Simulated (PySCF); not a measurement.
BrCl, charge -1, doublet, at the geometry of the source list (a state made from the parent by changing its charge; the spin is typed, not shown lowest) (a gas-phase anion, which may not be bound at this level), with bond 2-1 at 2.4 times its length; CASSCF(5,4)/def2-SVP (PySCF).

Here is a job for PySCF.
```python
from pyscf import gto, scf, mcscf
import numpy

mol = gto.Mole()
mol.atom = '''
    Cl    1.06790000   -0.01750000    0.00910000
    Br   -4.05802000    0.06650000   -0.03458000
'''
mol.basis = 'def2-svp'
mol.charge = -1
mol.spin = 1
mol.verbose = 4
mol.build()

mf = scf.ROHF(mol)
mf.kernel()
mc = mcscf.CASSCF(mf, 4, 5)
mc.fix_spin_(ss=0.75)
mc.kernel()
occ = numpy.linalg.eigvalsh(mc.fcisolver.make_rdm1(mc.ci, mc.ncas, mc.nelecas))[::-1]
ss = mc.fcisolver.spin_square(mc.ci, mc.ncas, mc.nelecas)[0]
print('natural occupations', occ.round(4), ' <S^2>', round(ss, 4))
```

It wrote (shortened):

```
PySCF version 2.14.0

[INPUT] verbose = 4
[INPUT] num. atoms = 2
[INPUT] num. electrons = 53
[INPUT] charge = -1
[INPUT] spin (= nelec alpha-beta = 2S) = 1
[INPUT] symmetry False subgroup None
[INPUT] Mole.unit = angstrom
[INPUT] Symbol           X                Y                Z      unit          X                Y                Z       unit  Magmom
[...]
nuclear repulsion = 61.414681788894
number of shells = 20
number of NR pGTOs = 110
number of NR cGTOs = 50
basis = def2-svp
ecp = {}

******** <class 'pyscf.scf.rohf.ROHF'> ********
method = ROHF
initial guess = minao
damping factor = 0
level_shift factor = 0
DIIS = <class 'pyscf.scf.diis.CDIIS'>
diis_start_cycle = 1
diis_space = 8
diis_damp = 0
SCF conv_tol = 1e-09
SCF conv_tol_grad = None
SCF max_cycles = 50
direct_scf = True
direct_scf_tol = 1e-13
num. doubly occ = 26  num. singly occ = 1
Set gradient conv threshold to 3.16228e-05
init E= -3029.87918765324
[...]
cycle= 1 E= -3031.42239618057  delta_E= -1.54  |g|= 0.341  |ddm|= 0.821
[...]
cycle= 2 E= -3031.38286626041  delta_E= 0.0395  |g|= 0.53  |ddm|= 1.18
[...]
cycle= 3 E= -3031.44010607485  delta_E= -0.0572  |g|= 0.281  |ddm|= 0.282
[...]
cycle= 4 E= -3031.41812289035  delta_E= 0.022  |g|= 0.346  |ddm|= 1.11
[...]
cycle= 5 E= -3031.43265123967  delta_E= -0.0145  |g|= 0.264  |ddm|= 0.0974
[...]
cycle= 6 E= -3031.41835442838  delta_E= 0.0143  |g|= 0.393  |ddm|= 1.13
[...]
cycle= 7 E= -3031.4144061872  delta_E= 0.00395  |g|= 0.409  |ddm|= 0.0205
[...]
cycle= 8 E= -3031.44112713195  delta_E= -0.0267  |g|= 0.281  |ddm|= 0.159
[...]
cycle= 9 E= -3031.40008705047  delta_E= 0.041  |g|= 0.428  |ddm|= 1.13
[...]
cycle= 10 E= -3031.40242765629  delta_E= -0.00234  |g|= 0.419  |ddm|= 0.0112
[...]
cycle= 11 E= -3031.42669996362  delta_E= -0.0243  |g|= 0.301  |ddm|= 0.137
[...]
cycle= 12 E= -3031.43061756318  delta_E= -0.00392  |g|= 0.277  |ddm|= 0.0276
[...]
cycle= 13 E= -3031.44274240637  delta_E= -0.0121  |g|= 0.271  |ddm|=  1.1
[...]
cycle= 14 E= -3031.43539749818  delta_E= 0.00734  |g|= 0.246  |ddm|=  1.1
[...]
cycle= 15 E= -3031.43648821962  delta_E= -0.00109  |g|= 0.224  |ddm|= 0.212
[...]
cycle= 16 E= -3031.40760599946  delta_E= 0.0289  |g|= 0.435  |ddm|= 1.11
[...]
cycle= 17 E= -3031.43773909222  delta_E= -0.0301  |g|= 0.222  |ddm|= 1.12
[...]
cycle= 18 E= -3031.43712717977  delta_E= 0.000612  |g|= 0.203  |ddm|= 0.169
[...]
cycle= 19 E= -3031.43712875205  delta_E= -1.57e-06  |g|= 0.233  |ddm|= 0.307
[...]
cycle= 20 E= -3031.43834510691  delta_E= -0.00122  |g|= 0.124  |ddm|= 0.624
[...]
cycle= 21 E= -3031.40550359368  delta_E= 0.0328  |g|= 0.403  |ddm|= 0.526
[...]
cycle= 22 E= -3031.43683755163  delta_E= -0.0313  |g|= 0.163  |ddm|= 0.36
[...]
cycle= 23 E= -3031.43563137081  delta_E= 0.00121  |g|= 0.177  |ddm|= 0.023
[...]
cycle= 24 E= -3031.4367078382  delta_E= -0.00108  |g|= 0.162  |ddm|= 0.0276
[...]
cycle= 25 E= -3031.43191397093  delta_E= 0.00479  |g|= 0.21  |ddm|= 0.582
[...]
cycle= 26 E= -3031.44447011385  delta_E= -0.0126  |g|= 0.0322  |ddm|= 0.468
[...]
cycle= 27 E= -3031.42047945635  delta_E= 0.024  |g|= 0.324  |ddm|= 0.662
[...]
cycle= 28 E= -3031.44207326345  delta_E= -0.0216  |g|= 0.0678  |ddm|= 1.11
[...]
cycle= 29 E= -3031.45150676499  delta_E= -0.00943  |g|= 0.0518  |ddm|= 0.608
[...]
cycle= 30 E= -3031.45134512416  delta_E= 0.000162  |g|= 0.0513  |ddm|= 0.0214
[...]
cycle= 31 E= -3031.41373056356  delta_E= 0.0376  |g|= 0.388  |ddm|= 1.04
[...]
cycle= 32 E= -3031.41128195814  delta_E= 0.00245  |g|= 0.406  |ddm|= 0.0819
[...]
cycle= 33 E= -3031.40940919964  delta_E= 0.00187  |g|= 0.414  |ddm|= 0.0109
[...]
cycle= 34 E= -3031.42047578878  delta_E= -0.0111  |g|= 0.383  |ddm|= 0.226
[...]
cycle= 35 E= -3031.41941610239  delta_E= 0.00106  |g|= 0.387  |ddm|= 0.00995
[...]
cycle= 36 E= -3031.40352332797  delta_E= 0.0159  |g|= 0.442  |ddm|= 0.18
[...]
cycle= 37 E= -3031.41584523047  delta_E= -0.0123  |g|= 0.402  |ddm|= 0.269
[...]
cycle= 38 E= -3031.41684187466  delta_E= -0.000997  |g|= 0.374  |ddm|= 0.358
[...]
cycle= 39 E= -3031.42941009015  delta_E= -0.0126  |g|= 0.333  |ddm|= 0.412
[...]
cycle= 40 E= -3031.45079198749  delta_E= -0.0214  |g|= 0.206  |ddm|= 0.204
[...]
cycle= 41 E= -3031.45487567168  delta_E= -0.00408  |g|= 0.0466  |ddm|= 0.361
[...]
cycle= 42 E= -3031.37630092118  delta_E= 0.0786  |g|= 0.506  |ddm|=  1.1
[...]
cycle= 43 E= -3031.38143883152  delta_E= -0.00514  |g|= 0.489  |ddm|= 1.07
[...]
cycle= 44 E= -3031.40408249451  delta_E= -0.0226  |g|= 0.41  |ddm|= 0.244
[...]
cycle= 45 E= -3031.43776108084  delta_E= -0.0337  |g|= 0.229  |ddm|= 0.25
[...]
cycle= 46 E= -3031.44567867234  delta_E= -0.00792  |g|= 0.134  |ddm|= 0.245
[...]
cycle= 47 E= -3031.41708574728  delta_E= 0.0286  |g|= 0.392  |ddm|= 1.11
[...]
cycle= 48 E= -3031.44198497459  delta_E= -0.0249  |g|= 0.179  |ddm|= 1.06
[...]
cycle= 49 E= -3031.44573270125  delta_E= -0.00375  |g|= 0.0785  |ddm|= 0.562
[...]
cycle= 50 E= -3031.40099398336  delta_E= 0.0447  |g|= 0.461  |ddm|= 1.11
SCF not converged.
SCF energy = -3031.40099398336

******** <class 'pyscf.mcscf.mc1step.CASSCF'> ********
CAS (3e+2e, 4o), ncore = 24, nvir = 22
max_cycle_macro = 50
max_cycle_micro = 4
conv_tol = 1e-07
conv_tol_grad = None
orbital rotation max_stepsize = 0.02
orbital rotation threshold for CI restart = 0.01
augmented hessian ah_max_cycle = 30
augmented hessian ah_conv_tol = 1e-12
augmented hessian ah_linear dependence = 1e-14
augmented hessian ah_level shift = 1e-08
augmented hessian ah_start_tol = 2.5
augmented hessian ah_start_cycle = 3
augmented hessian ah_grad_trust_region = 3
kf_trust_region = 3
kf_interval = 4
ci_response_space = 4
ci_grad_trust_region = 3
with_dep4 0
natorb = False
canonicalization = True
sorting_mo_energy = False
ao2mo_level = 2
internal_rotation = False
******** <class 'pyscf.fci.addons.SpinPenaltyFCISolver'> ********
max. cycles = 50
conv_tol = 1e-08
davidson only = True
linear dependence = 1e-12
level shift = 0.001
max iter space = 12
nroots = 1
pspace_size = 400
spin = None
[...]
CASCI E = -3031.41345932691  S^2 = 0.7500000
[...]
               |grad[o]|=0.00333  |grad[c]|=0.00338  |ddm|=0.000906  |maxRot[o]|=0.0699
macro iter  22 (  7 JK    2 micro), CASSCF E = -3031.47013003373  dE = -6.39740019e-04  S^2 = 0.7500000
               |grad[o]|=0.004  |grad[c]|=0.00357  |ddm|=0.00132  |maxRot[o]|=0.0699
macro iter  23 (  7 JK    2 micro), CASSCF E = -3031.47083926735  dE = -7.09233618e-04  S^2 = 0.7500000
               |grad[o]|=0.00499  |grad[c]|=0.0032  |ddm|=0.00129  |maxRot[o]|=0.0699
macro iter  24 ( 21 JK    4 micro), CASSCF E = -3031.47215534850  dE = -1.31608115e-03  S^2 = 0.7500000
               |grad[o]|=0.00597  |grad[c]|=0.0307  |ddm|=0.00551  |maxRot[o]|=0.216
macro iter  25 ( 21 JK    4 micro), CASSCF E = -3031.47366595437  dE = -1.51060587e-03  S^2 = 0.7500000
               |grad[o]|=0.00693  |grad[c]|=0.0411  |ddm|=0.00766  |maxRot[o]|= 0.23
macro iter  26 ( 21 JK    4 micro), CASSCF E = -3031.47421905467  dE = -5.53100303e-04  S^2 = 0.7500000
               |grad[o]|=0.00565  |grad[c]|=0.0268  |ddm|=0.00428  |maxRot[o]|=0.154
macro iter  27 ( 21 JK    4 micro), CASSCF E = -3031.47439710052  dE = -1.78045850e-04  S^2 = 0.7500000
               |grad[o]|=0.00333  |grad[c]|=0.0223  |ddm|=0.004  |maxRot[o]|=0.0942
macro iter  28 ( 21 JK    4 micro), CASSCF E = -3031.47445787243  dE = -6.07719089e-05  S^2 = 0.7500000
               |grad[o]|=0.00233  |grad[c]|=0.0105  |ddm|=0.00308  |maxRot[o]|=0.055
macro iter  29 ( 17 JK    4 micro), CASSCF E = -3031.47446460704  dE = -6.73461136e-06  S^2 = 0.7500000
               |grad[o]|=0.00191  |grad[c]|=0.0667  |ddm|=0.00118  |maxRot[o]|=0.0913
macro iter  30 (  7 JK    2 micro), CASSCF E = -3031.47446526038  dE = -6.53341885e-07  S^2 = 0.7500000
               |grad[o]|=0.00188  |grad[c]|=0.0216  |ddm|=9.29e-05  |maxRot[o]|=0.0594
macro iter  31 (  7 JK    2 micro), CASSCF E = -3031.47447092875  dE = -5.66836434e-06  S^2 = 0.7500000
               |grad[o]|=0.00184  |grad[c]|=0.0135  |ddm|=0.000567  |maxRot[o]|=0.0699
macro iter  32 ( 17 JK    4 micro), CASSCF E = -3031.47447171416  dE = -7.85411430e-07  S^2 = 0.7500000
               |grad[o]|=0.00157  |grad[c]|=0.0294  |ddm|=0.00114  |maxRot[o]|=0.0532
macro iter  33 ( 12 JK    3 micro), CASSCF E = -3031.47447283564  dE = -1.12147882e-06  S^2 = 0.7500000
               |grad[o]|=0.00194  |grad[c]|=0.0134  |ddm|=0.000385  |maxRot[o]|=0.0409
macro iter  34 ( 17 JK    4 micro), CASSCF E = -3031.47447397028  dE = -1.13464330e-06  S^2 = 0.7500000
               |grad[o]|=0.00197  |grad[c]|=0.0297  |ddm|=0.000727  |maxRot[o]|=0.0625
macro iter  35 ( 12 JK    3 micro), CASSCF E = -3031.47447555407  dE = -1.58378543e-06  S^2 = 0.7500000
               |grad[o]|=0.00196  |grad[c]|=0.0135  |ddm|=0.000735  |maxRot[o]|=0.055
macro iter  36 ( 12 JK    3 micro), CASSCF E = -3031.47447753875  dE = -1.98467978e-06  S^2 = 0.7500000
               |grad[o]|=0.00194  |grad[c]|=0.00504  |ddm|=0.000624  |maxRot[o]|=0.0331
macro iter  37 ( 12 JK    3 micro), CASSCF E = -3031.47447826317  dE = -7.24423444e-07  S^2 = 0.7500000
               |grad[o]|=0.00187  |grad[c]|=0.00738  |ddm|=0.000411  |maxRot[o]|=0.0387
macro iter  38 ( 12 JK    3 micro), CASSCF E = -3031.47447848522  dE = -2.22046310e-07  S^2 = 0.7500000
               |grad[o]|=0.00193  |grad[c]|=0.0125  |ddm|=0.000229  |maxRot[o]|=0.0605
macro iter  39 ( 12 JK    3 micro), CASSCF E = -3031.47447882879  dE = -3.43577085e-07  S^2 = 0.7500000
               |grad[o]|=0.00209  |grad[c]|=0.0107  |ddm|=0.000419  |maxRot[o]|=0.0613
macro iter  40 ( 12 JK    3 micro), CASSCF E = -3031.47447911871  dE = -2.89916443e-07  S^2 = 0.7500000
               |grad[o]|=0.00213  |grad[c]|=0.00881  |ddm|=0.000242  |maxRot[o]|= 0.06
macro iter  41 ( 12 JK    3 micro), CASSCF E = -3031.47447966520  dE = -5.46491265e-07  S^2 = 0.7500000
               |grad[o]|=0.0022  |grad[c]|=0.0077  |ddm|=0.000186  |maxRot[o]|=0.0584
macro iter  42 (  7 JK    2 micro), CASSCF E = -3031.47448304467  dE = -3.37946449e-06  S^2 = 0.7500000
               |grad[o]|=0.00221  |grad[c]|=0.00467  |ddm|=5.78e-05  |maxRot[o]|=0.0699
macro iter  43 (  7 JK    2 micro), CASSCF E = -3031.47448750928  dE = -4.46461399e-06  S^2 = 0.7500000
               |grad[o]|=0.00208  |grad[c]|=0.00154  |ddm|=0.000113  |maxRot[o]|=0.0699
macro iter  44 (  7 JK    2 micro), CASSCF E = -3031.47449324760  dE = -5.73831585e-06  S^2 = 0.7500000
               |grad[o]|=0.00196  |grad[c]|=0.0018  |ddm|=0.000127  |maxRot[o]|=0.0699
macro iter  45 (  7 JK    2 micro), CASSCF E = -3031.47450064031  dE = -7.39270990e-06  S^2 = 0.7500000
               |grad[o]|=0.00185  |grad[c]|=0.00449  |ddm|=0.00013  |maxRot[o]|=0.0699
macro iter  46 (  7 JK    2 micro), CASSCF E = -3031.47451024776  dE = -9.60745001e-06  S^2 = 0.7500000
               |grad[o]|=0.00176  |grad[c]|=0.00687  |ddm|=0.000128  |maxRot[o]|=0.0699
macro iter  47 (  7 JK    2 micro), CASSCF E = -3031.47452283180  dE = -1.25840447e-05  S^2 = 0.7500000
               |grad[o]|=0.00168  |grad[c]|=0.00869  |ddm|=0.000126  |maxRot[o]|=0.0699
macro iter  48 (  7 JK    2 micro), CASSCF E = -3031.47453943648  dE = -1.66046793e-05  S^2 = 0.7500000
               |grad[o]|=0.00162  |grad[c]|=0.00983  |ddm|=0.000124  |maxRot[o]|=0.0699
macro iter  49 (  7 JK    2 micro), CASSCF E = -3031.47456152043  dE = -2.20839524e-05  S^2 = 0.7500000
               |grad[o]|=0.00157  |grad[c]|=0.0102  |ddm|=0.000125  |maxRot[o]|=0.0699
macro iter  50 (  7 JK    2 micro), CASSCF E = -3031.47459116009  dE = -2.96396584e-05  S^2 = 0.7500000
               |grad[o]|=0.00154  |grad[c]|=0.0099  |ddm|=0.000128  |maxRot[o]|=0.0699
1-step CASSCF not converged,  50 macro (578 JK 140 micro) steps
CASSCF canonicalization
Density matrix diagonal elements [1.97821026 1.01574486 1.99999396 0.00605092]
CASSCF energy = -3031.47459116009
CASCI E = -3031.47459116009  E(CI) = -41.7171673866942  S^2 = 0.7500000
natural occupations [2.    1.994 1.    0.006]  <S^2> 0.75
```

The run did not converge; its last values are not results.
